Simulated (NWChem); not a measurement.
Everything below was run with NWChem. System: HFGe, charge 0, spin multiplicity 1, at a geometry optimised with PBE/def2-SVP. The structure started from a generated list of species. Level: MP2/3-21G, 10 core orbitals frozen.

The NWChem input:

```
start mol
memory heap 200 mb stack 900 mb global 1100 mb
geometry units angstroms nocenter noautoz
  Ge    -0.284611     0.250427     0.000000
  H      0.807917     1.465894     0.000000
  F      0.922182    -1.053286     0.000000
  symmetry group Cs
end
basis spherical
  * library 3-21g
end
scf
  rhf
  nopen 0
  maxiter 100
  thresh 1e-7
  semidirect memsize 60000000 filesize 0
end
mp2
  freeze core 10
end
task mp2 energy
```

NWChem printed:

```
             Northwest Computational Chemistry Package (NWChem) 7.3.0
             --------------------------------------------------------

                                NWChem Input Module
                                -------------------

 Scaling coordinates for geometry "geometry" by  1.889725989
 (inverse scale =  0.529177249)

 Turning off AUTOSYM since
 SYMMETRY directive was detected!

                             Geometry "geometry" -> ""
                             -------------------------

 Output coordinates in angstroms (scale by  1.889725989 to convert to a.u.)

  No.       Tag          Charge          X              Y              Z
 ---- ---------------- ---------- -------------- -------------- --------------
    1 Ge                  32.0000    -0.28461100     0.25042700     0.00000000
    2 H                    1.0000     0.80791700     1.46589400     0.00000000
    3 F                    9.0000     0.92218200    -1.05328600     0.00000000

 Effective nuclear repulsion energy (a.u.)      98.0374303323

            Nuclear Dipole moment (a.u.)
            ----------------------------
        X                 Y               Z
 ---------------- ---------------- ----------------
     0.0000056692    -0.0000302356     0.0000000000

      Symmetry information
      --------------------

 Group name             Cs
 Group number              2
 Group order               2
 No. of unique centers     3

      Symmetry unique atoms

     1    2    3


 Summary of "ao basis" -> "" (spherical)
 ------------------------------------------------------------------------------
       Tag                 Description            Shells   Functions and Types
 ---------------- ------------------------------  ------  ---------------------
 *                           3-21g                    on all atoms

 Summary of "ao basis" -> "ao basis" (spherical)
 ------------------------------------------------------------------------------
       Tag                 Description            Shells   Functions and Types
 ---------------- ------------------------------  ------  ---------------------
 Ge                          3-21g                  10       22   5s4p1d
 H                           3-21g                   2        2   2s
 F                           3-21g                   5        9   3s2p

                                 NWChem SCF Module
                                 -----------------

  ao basis        = "ao basis"
  functions       =    33
  atoms           =     3
  closed shells   =    21
  open shells     =     0
  charge          =   0.00
  wavefunction    = RHF
  use symmetry    = T
  symmetry adapt  = T

 Summary of "ao basis" -> "ao basis" (spherical)
 ------------------------------------------------------------------------------
       Tag                 Description            Shells   Functions and Types
 ---------------- ------------------------------  ------  ---------------------
 Ge                          3-21g                  10       22   5s4p1d
 H                           3-21g                   2        2   2s
 F                           3-21g                   5        9   3s2p

      Symmetry analysis of basis
      --------------------------

        a'         25
        a"          8

 Forming initial guess at       0.0s

      Superposition of Atomic Density Guess
      -------------------------------------

 Sum of atomic energies:       -2164.63418835

      Non-variational initial energy
      ------------------------------

 Total energy =   -2164.509147
 1-e energy   =   -3219.669892
 2-e energy   =     957.123314
 HOMO         =      -0.236241
 LUMO         =      -0.051532

      Symmetry analysis of molecular orbitals - initial
      -------------------------------------------------

  Numbering of irreducible representations:

     1 a'          2 a"

  Orbital symmetries:

     1 a'          2 a'          3 a'          4 a'          5 a"
     6 a'          7 a'          8 a'          9 a'         10 a"
    11 a'         12 a'         13 a'         14 a"         15 a"
    16 a'         17 a'         18 a'         19 a"         20 a'
    21 a'         22 a"         23 a'         24 a'         25 a'
    26 a'         27 a"         28 a'         29 a'         30 a"
    31 a'

 Starting SCF solution at       0.1s

 ----------------------------------------------
         Quadratically convergent ROHF

 Convergence threshold     :          1.000E-07
 Maximum no. of iterations :          100
 Final Fock-matrix accuracy:          1.000E-09
 ----------------------------------------------

              iter       energy          gnorm     gmax       time
             ----- ------------------- --------- --------- --------
                 1    -2164.7769208978  8.89D-01  3.73D-01      0.1
                 2    -2164.8192823318  1.85D-01  6.04D-02      0.1
                 3    -2164.8225955954  1.53D-02  6.64D-03      0.1
                 4    -2164.8226436318  1.44D-04  6.44D-05      0.1
                 5    -2164.8226436348  1.39D-08  5.09D-09      0.1

       Final RHF  results
       ------------------

         Total SCF energy =  -2164.822643634771
      One-electron energy =  -3219.369476947581
      Two-electron energy =    956.509402980504
 Nuclear repulsion energy =     98.037430332305

        Time for solution =      0.0s

       Symmetry analysis of molecular orbitals - final
       -----------------------------------------------

  Numbering of irreducible representations:

     1 a'          2 a"

  Orbital symmetries:

     1 a'          2 a'          3 a"          4 a'          5 a'
     6 a'          7 a'          8 a"          9 a'         10 a'
    11 a'         12 a"         13 a'         14 a"         15 a'
    16 a'         17 a'         18 a'         19 a"         20 a'
    21 a'         22 a"         23 a'         24 a'         25 a'
    26 a'         27 a"         28 a'         29 a'         30 a"
    31 a'

             Final eigenvalues
             -----------------

              1
    1 -402.7173
    2  -51.9417
    3  -45.9532
    4  -45.9521
    5  -45.9516
    6  -26.0820
    7   -7.1701
    8   -5.1260
    9   -5.1203
   10   -5.1168
   11   -1.5870
   12   -1.5738
   13   -1.5699
   14   -1.5693
   15   -1.5625
   16   -1.4754
   17   -0.6871
   18   -0.5843
   19   -0.5656
   20   -0.5205
   21   -0.3490
   22    0.0137
   23    0.1339
   24    0.2245
   25    0.3708
   26    0.4313
   27    0.4350
   28    0.5344
   29    1.3166
   30    2.2891
   31    2.2992

                       ROHF Final Molecular Orbital Analysis
                       -------------------------------------

 Vector   19  Occ=2.000000D+00  E=-5.655973D-01  Symmetry=a"
              MO Center=  8.8D-01, -1.0D+00, -1.1D-15, r^2= 6.0D-01
   Bfn.  Coefficient  Atom+Function         Bfn.  Coefficient  Atom+Function
  ----- ------------  ---------------      ----- ------------  ---------------
    33      0.603138  3 F  pz                29      0.512080  3 F  pz

 Vector   20  Occ=2.000000D+00  E=-5.204996D-01  Symmetry=a'
              MO Center=  4.9D-01,  1.1D-01,  1.0D-15, r^2= 2.4D+00
   Bfn.  Coefficient  Atom+Function         Bfn.  Coefficient  Atom+Function
  ----- ------------  ---------------      ----- ------------  ---------------
    32      0.409039  3 F  py                28      0.342894  3 F  py
    24     -0.290470  2 H  s                 12     -0.246417  1 Ge py
    14     -0.233736  1 Ge s                 10     -0.171108  1 Ge s
    23     -0.168488  2 H  s

 Vector   21  Occ=2.000000D+00  E=-3.489739D-01  Symmetry=a'
              MO Center= -3.5D-01,  3.8D-01,  2.0D-14, r^2= 2.6D+00
   Bfn.  Coefficient  Atom+Function         Bfn.  Coefficient  Atom+Function
  ----- ------------  ---------------      ----- ------------  ---------------
    14      0.467220  1 Ge s                 24     -0.411612  2 H  s
    11     -0.349342  1 Ge px                10      0.252821  1 Ge s
    15     -0.226172  1 Ge px                31      0.194582  3 F  px
     7      0.176892  1 Ge px                23     -0.175428  2 H  s
     6     -0.171827  1 Ge s                 27      0.153269  3 F  px

 Vector   22  Occ=0.000000D+00  E= 1.372784D-02  Symmetry=a"
              MO Center= -2.6D-01,  2.2D-01, -2.2D-14, r^2= 3.2D+00
   Bfn.  Coefficient  Atom+Function         Bfn.  Coefficient  Atom+Function
  ----- ------------  ---------------      ----- ------------  ---------------
    17      0.740073  1 Ge pz                13      0.352251  1 Ge pz
    33     -0.210284  3 F  pz                 9     -0.208297  1 Ge pz

 Vector   23  Occ=0.000000D+00  E= 1.338705D-01  Symmetry=a'
              MO Center= -4.1D-01,  1.4D-01, -5.1D-15, r^2= 4.0D+00
   Bfn.  Coefficient  Atom+Function         Bfn.  Coefficient  Atom+Function
  ----- ------------  ---------------      ----- ------------  ---------------
    16      1.050299  1 Ge py                24     -0.534374  2 H  s
    30      0.442349  3 F  s                 15     -0.201716  1 Ge px
    31     -0.200970  3 F  px                12      0.182664  1 Ge py

 Vector   24  Occ=0.000000D+00  E= 2.245336D-01  Symmetry=a'
              MO Center=  4.9D-02,  3.7D-01,  8.3D-15, r^2= 4.0D+00
   Bfn.  Coefficient  Atom+Function         Bfn.  Coefficient  Atom+Function
  ----- ------------  ---------------      ----- ------------  ---------------
    24      1.257286  2 H  s                 15     -1.119595  1 Ge px
    14     -0.659730  1 Ge s                 16     -0.431162  1 Ge py
    30      0.336433  3 F  s                 10     -0.298209  1 Ge s
    32      0.209729  3 F  py                 6      0.151417  1 Ge s

 center of mass
 --------------
 x =  -0.05441675 y =  -0.00042943 z =   0.00000000

 moments of inertia (a.u.)
 ------------------
          99.556313294757          80.453611554462           0.000000000000
          80.453611554462          81.150615683148           0.000000000000
           0.000000000000           0.000000000000         180.706928977905

  Mulliken analysis of the total density
  --------------------------------------

    Atom       Charge   Shell Charges
 -----------   ------   -------------------------------------------------------
    1 Ge  32    31.15   2.00  2.00  5.99  2.00  5.95  0.94  0.99  0.82  0.48  9.99
    2 H    1     1.29   0.40  0.89
    3 F    9     9.55   1.98  0.44  2.45  1.55  3.13

       Multipole analysis of the density wrt the origin
       ------------------------------------------------

     L   x y z        total         open         nuclear
     -   - - -        -----         ----         -------
     0   0 0 0     -0.000000      0.000000     42.000000

     1   1 0 0     -0.587683      0.000000      0.000006
     1   0 1 0      0.583080      0.000000     -0.000030
     1   0 0 1     -0.000000      0.000000      0.000000

     2   2 0 0    -20.144295      0.000000     38.919659
     2   1 1 0      0.633756      0.000000    -35.133376
     2   1 0 1      0.000000      0.000000      0.000000
     2   0 2 0    -19.259526      0.000000     50.496226
     2   0 1 1     -0.000000      0.000000      0.000000
     2   0 0 2    -14.058132      0.000000      0.000000

                   NWChem MP2 Semi-direct Energy/Gradient Module
                   ---------------------------------------------

  Basis functions       =     33
  Molecular orbitals    =     33
  Frozen core           =     10
  Frozen virtuals       =      0
  Active alpha occupied =     11
  Active beta occupied  =     11
  Active alpha virtual  =     12
  Active beta virtual   =     12
  Use MO symmetry       = T
  Use skeleton AO sym   = T

  AO/Fock/Back tols     =   1.0D-09  1.0D-09  1.0D-09

 GA uses MA = F    GA memory limited = T

 Available:
  local mem=  1.26D+08
 global mem=  1.44D+08
 local disk=  0.00D+00
  mp2_memr nvloc                    12
  nvloc new                    12
   1 passes of  11:        2097152                       5587                    249652.
   1 passes of  11: M    126154542           G      144177022           F     124057390.

 Semi-direct pass number   1 of   1  for RHF alpha+beta  at        0.2s
  vrange nnbf                   552
  mp2_eaftype                    10  avail_ma_in_mb                  1099
 EAF : mp2_eaftype filesize          10     124826.
  mp2_eaf for mointskh                     10
Node 0 wrote      0.6 Mb in      0.0 s     Agg I/O rate:  1338.7 Mb/s
 Done moints_semi at        0.3s
  mp2_eaftype                    10  avail_ma_in_mb                  1089
 EAF : mp2_eaftype filesize          10     124826.
  mp2_eaf for kh                    10
 Done maket at        0.3s
 Done multipass loop at        0.3s

          -------------------------------------------
          SCF energy               -2164.822643634771
          Correlation energy          -0.164148792021
          Singlet pairs               -0.106403856548
          Triplet pairs               -0.057744935473
          Total MP2 energy         -2164.986792426792
          -------------------------------------------

          ---------------------------------------------------
                    Spin Component Scaled (SCS) MP2
          Same spin pairs                     -0.038496623649
          Same spin scaling factor             0.333333333333
          Opposite spin pairs                 -0.125652168372
          Opposite spin scaling fact.          1.200000000000
          SCS-MP2 correlation energy          -0.163614809930
          Total SCS-MP2 energy             -2164.986258444701
          ---------------------------------------------------

 -----------------------
 Performance information
 -----------------------

 Timer overhead =  2.02D-07 seconds/call

               Nr. of calls         CPU time (s)                 Wall time (s)                GFlops
             ---------------    -------------------     ------------------------------   -------------------
Name         Min   Avg   Max    Min     Avg     Max     Min     Avg     Max   Mx/calls   Min     Max     Sum
mp2: moin     1     1     1   0.16    0.16    0.16     0.16    0.16    0.16    0.16      0.0     0.0     0.0
mp2: make     1     1     1   6.93E-3 6.93E-3 6.93E-3  6.93E-3 6.93E-3 6.93E-3 6.93E-3   0.0     0.0     0.0
mp2: tota     1     1     1   0.18    0.18    0.18     0.18    0.18    0.18    0.18      0.0     0.0     0.0

 The average no. of pstat calls per process was 3.00D+00
 with a timing overhead of 6.05D-07s

 Task  times  cpu:        0.3s     wall:        0.3s

 Total times  cpu:        0.3s     wall:        0.3s
```
